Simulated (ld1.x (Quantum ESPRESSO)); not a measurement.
# Transferability test, TM potential for Nb

* Element: Nb (Z = 41)
* Generator: ld1.x (Quantum ESPRESSO) 7.5
* Type: norm-conserving Troullier–Martins (Kleinman–Bylander form)
* Functional: PBE
* Relativity: scalar-relativistic
* Frozen core: [Ar] 3d10
* Valence charge: 13
* Reference configuration: 4s2 4p6 4d4 5s0 5p0 (charge +1)
* Partial waves: 4s (bound): rc 1.70 bohr; 4p (bound): rc 1.15 bohr; 4d (bound): rc 2.25 bohr
* Local potential: the d channel
* Core correction: a·sin(br)/r model core, default radius (core density twice the valence density)

Energies are relative to the spin-unpolarised reference configuration 4s2 4p6 4d4 5s0 5p0; without spin polarisation the order of configurations can differ from experiment.

```tsv
valence configuration	charge	ΔE all-electron (eV)	error AE − PS (meV)
4s2 4p6 4d4 5s1 5p0	0	-6.637	+157
4s2 4p6 4d3 5s0 5p0	+2	14.040	-1.3
4s2 4p6 4d2 5s0 5p0	+3	38.765	+2.4
4s2 4p6 4d3 5s2 5p0	0	-7.153	+386
4s2 4p6 4d3 5s1 5p1	0	-3.846	+199
4s2 4p6 4d1 5s0 5p0	+4	75.671	+43
```

(1) What are ΔE and the potential's error for 4s2 4p6 4d4 5s0.5 5p0?

Results:

(1) ΔE = -3.999 eV all-electron; the error (AE − PS) is +92 meV.
